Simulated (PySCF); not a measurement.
Vertical excitations of a molecule C₃H₁₂OSi₂ from TDA-CAM-B3LYP/def2-SVPD (PySCF), as energy in eV (oscillator strength): 7.34 (0.001), 7.52 (0.013), 7.71 (0.002), 7.91 (0.090), 8.18 (0.012), 8.33 (0.033). Lowest triplet (TDA): 7.02 eV. Geometry optimised at B3LYP-D3(BJ)/def2-SVP. The values are those of a single conformer.

Pick the molecule that these values belong to.
A) CCC[SiH2]O[SiH3]
B) C[C@@H](O)[Si@@H](C)[SiH3]
C) C[SiH2]CO[SiH2]C
D) CC(C)([SiH3])[SiH2]O

C, C[SiH2]CO[SiH2]C
